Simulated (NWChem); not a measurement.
System: CdSiH$_{4}$O; SMILES [OH][Cd][SiH3]

Here is an NWChem input.

```
start job
memory heap 200 mb stack 900 mb global 1100 mb
geometry units angstroms noautoz
  Cd     0.778789    -0.298487    -0.001096
  O      1.130672    -2.245111    -0.001899
  H      0.332692    -2.784851     0.001396
  Si     0.426606     2.151619     0.000257
  H     -1.034573     2.470247    -0.073664
  H      1.093867     2.803003    -1.170614
  H      0.967194     2.782870     1.245114
end
basis spherical
  Cd library def2-svp
  O library def2-svp
  H library def2-svp
  Si library def2-svp
end
ecp
  Cd library def2-ecp
end
dft
  xc r2scan
  grid coarse
  iterations 150
  mulliken
end
task dft gradient
```

NWChem printed, in part:

```
             Northwest Computational Chemistry Package (NWChem) 7.3.0
             --------------------------------------------------------

 C1  symmetry detected

                             Geometry "geometry" -> ""
                             -------------------------

 Output coordinates in angstroms (scale by  1.889725989 to convert to a.u.)

  No.       Tag          Charge          X              Y              Z
 ---- ---------------- ---------- -------------- -------------- --------------
    1 Cd                  48.0000     0.00272324    -0.34444114    -0.00008727
    2 O                    8.0000     0.07048873    -2.32145276     0.00032482
    3 H                    1.0000    -0.79693260    -2.74059748    -0.00004483
    4 Si                  14.0000     0.00719418     2.13084350     0.00014168
    5 H                    1.0000    -1.39249387     2.65662186    -0.08024903
    6 H                    1.0000     0.76653933     2.67876030    -1.16761659
    7 H                    1.0000     0.62754322     2.67820323     1.24751755

 Effective nuclear repulsion energy (a.u.)     316.8121323174

                                 NWChem DFT Module
                                 -----------------

 Summary of "ao basis" -> "ao basis" (spherical)
 ------------------------------------------------------------------------------
       Tag                 Description            Shells   Functions and Types
 ---------------- ------------------------------  ------  ---------------------
 Cd                         def2-svp                11       31   5s3p2d1f
 O                          def2-svp                 6       14   3s2p1d
 H                          def2-svp                 3        5   2s1p
 Si                         def2-svp                 8       18   4s3p1d

            General Information
            -------------------
          SCF calculation type: DFT
          Wavefunction type:  closed shell.
          No. of atoms     :     7
          No. of electrons :    46
           Alpha electrons :    23
            Beta electrons :    23
          Charge           :     0
          Spin multiplicity:     1
          Use of symmetry is: off; symmetry adaption is: off
          Maximum number of iterations: 150
          AO basis - number of functions:    83
                     number of shells:    37
          Convergence on energy requested:  1.00D-06
          Convergence on density requested:  1.00D-05
          Convergence on gradient requested:  5.00D-04

              XC Information
              --------------
                      r^2SCAN Method XC Functional
               r^2SCAN metaGGA Exchange Functional  1.000
                     r^2SCAN Correlation Potential  1.000

             Grid Information
             ----------------
          Grid used for XC integration:  coarse
          Radial quadrature: Mura-Knowles
          Angular quadrature: Lebedev.
          Tag              B.-S. Rad. Rad. Pts. Rad. Cut. Ang. Pts.
          ---              ---------- --------- --------- ---------
          Cd                  1.55      104          10.0       302
          O                   0.60       35          12.0       302
          H                   0.35       35          13.0       302
          Si                  1.10       70          12.0       302
          Grid pruning is: on
          Number of quadrature shells:   349
          Spatial weights used:  Erf1

      Superposition of Atomic Density Guess
      -------------------------------------

 Sum of atomic energies:        -557.40050026

      Non-variational initial energy
      ------------------------------

 Total energy =    -532.771878
 1-e energy   =   -1109.301740
 2-e energy   =     422.684989
 HOMO         =      -0.325241
 LUMO         =      -0.013215

     ---------------------------------------------
      Total Density - Mulliken Population Analysis
     ---------------------------------------------

    Atom       Charge   Shell Charges
 -----------   ------   -------------------------------------------------------
    1 Cd  20    19.26  -0.37  1.63  0.73  0.70  0.40  5.95  0.17  0.06  9.12  0.86  0.00
    2 O    8     9.07   1.99  1.12  0.69  3.16  2.10  0.00
    3 H    1     0.68   0.54  0.07  0.06
    4 Si  14    13.81   2.00  1.99  1.01  0.32  5.94  1.10  1.36  0.08
    5 H    1     1.06   0.69  0.36  0.01
    6 H    1     1.06   0.69  0.36  0.01
    7 H    1     1.06   0.69  0.36  0.01

[...]

                         DFT ENERGY GRADIENTS

    atom               coordinates                        gradient
                 x          y          z           x          y          z
   1 Cd      0.005146  -0.650899  -0.000165    0.000656  -0.003441  -0.000007
   2 O       0.133204  -4.386910   0.000614   -0.003827   0.000270   0.000001
   3 H      -1.505984  -5.178978  -0.000085    0.003384   0.001122   0.000004
   4 Si      0.013595   4.026710   0.000268   -0.000251   0.002204   0.000045
   5 H      -2.631432   5.020287  -0.151649    0.000323   0.000051   0.000014
   6 H       1.448549   5.062123  -2.206475   -0.000138  -0.000091   0.000209
   7 H       1.185885   5.061070   2.357466   -0.000147  -0.000115  -0.000266
```

Level: r2SCAN/def2-SVP with def2 effective core potentials on Cd. Structure relaxed at the PBE0/def2-SVP level. def2 effective core potentials on Cd; no spin-orbit coupling.
